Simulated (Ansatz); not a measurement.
Total energies of Si5O14H8, a hydroxylated oxide cluster from Ansatz at PBE0-D4/def2-TZVP, gas phase (1 Eh = 27.2114 eV = 2625.5 kJ/mol). The reference geometry is relaxed at PBE-D4/def2-SVP.

| atom | x (Å) | y (Å) | z (Å) |
| --- | --- | --- | --- |
| Si1 | 1.0478 | 1.6678 | -0.5334 |
| Si2 | -1.2784 | 1.3663 | -1.0229 |
| Si3 | 3.2480 | 1.0993 | 0.2577 |
| Si4 | -3.4700 | 0.3880 | -1.1218 |
| Si5 | 0.1968 | -1.9975 | 1.0620 |
| O6 | -3.5467 | -1.2376 | -1.2408 |
| O7 | -1.3527 | -1.7392 | 0.4552 |
| O8 | -4.9912 | 0.9956 | -1.1023 |
| O9 | -2.4238 | 1.2373 | -2.2279 |
| O10 | 0.2119 | -3.5481 | 1.6277 |
| O11 | 1.3078 | -1.8229 | -0.2110 |
| O12 | -2.3665 | 0.8256 | 0.1519 |
| O13 | 0.5387 | -0.9148 | 2.2620 |
| O14 | 0.1166 | 0.4137 | -1.2144 |
| O15 | -0.2987 | 2.6965 | -0.6041 |
| O16 | 2.5759 | 1.8461 | -1.1709 |
| O17 | 1.6740 | 1.2777 | 0.9902 |
| O18 | 3.6623 | -0.4683 | 0.1347 |
| O19 | 4.4938 | 1.9358 | 0.9123 |
| H20 | -2.7866 | -1.6952 | -0.7953 |
| H21 | -1.7100 | -0.8936 | 0.8140 |
| H22 | -5.0766 | 1.9356 | -1.3379 |
| H23 | 1.0348 | -3.8254 | 2.0634 |
| H24 | 0.8811 | -1.2877 | -0.9212 |
| H25 | 0.9582 | -0.0708 | 1.9654 |
| H26 | 2.8820 | -1.0862 | 0.0038 |
| H27 | 4.4710 | 2.9021 | 0.8034 |

| state | geometry | energy (Eh) |
| --- | --- | --- |
| charge 0 singlet | reference | -2505.24710 |
| charge 1 doublet | reference | -2504.84358 |
| charge 1 doublet | relaxed at PBE-D4/def2-SVP | -2504.85607 |
| charge -1 doublet | reference | -2505.25194 |
| free Si atom (triplet) | – | -289.24943 |
| free O atom (triplet) | – | -75.01860 |
| free H atom (doublet) | – | -0.50104 |

Single mean-field runs in def2-TZVP are fitted with def2-universal-jkfit.

(1) Work out the vertical ionisation energy to the doublet.

(2) Work out the vertical electron affinity, to the doublet.

(3) Give the fundamental gap IE − EA, the Mulliken electronegativity (IE + EA)/2 and the hardness (IE − EA)/2.

(4) How much does the charge 1 doublet relax, and what is the adiabatic ionisation energy?

(5) What is the binding energy per atom against free atoms?

(1) E(charge 1 doublet) − E(charge 0 singlet) = -2504.84358 − (-2505.24710) = 0.40352 Eh = 10.98 eV. For comparison, −ε of the highest occupied level is 9.34 eV at this level, 1.64 eV less.

(2) E(charge 0 singlet) − E(charge -1 doublet) = -2505.24710 − (-2505.25194) = 0.00484 Eh = 0.13 eV. The basis lacks diffuse functions, which makes affinities too small.

(3) From the values in Eh: IE − EA = 0.40352 − 0.00484 = 0.39868 Eh = 10.85 eV; (IE + EA)/2 = 5.56 eV; (IE − EA)/2 = 5.42 eV. The HOMO–LUMO gap of the same run is 7.92 eV, 2.93 eV smaller than the fundamental gap.

(4) Relaxation: -2504.84358 − (-2504.85607) = 0.01249 Eh = 0.34 eV. Adiabatic ionisation energy: 0.39103 Eh = 10.64 eV, without zero-point energy. 

(5) Atoms: 5 × (-289.24943) + 14 × (-75.01860) + 8 × (-0.50104) = -2500.51587 Eh. Binding: -2500.51587 − (-2505.24710) = 4.73123 Eh = 128.74 eV, or 4.77 eV for each of 27 atoms (no zero-point energy, no counterpoise term).

At PBE0-D4/def2-TZVP the highest occupied level of the charge -1 doublet lies above zero (up to 1.19 eV). By energy differences its removal costs 0.13 eV (vertical, to the charge 0 singlet, at PBE0-D4/def2-TZVP); self-interaction error and the lack of diffuse functions both raise the level.
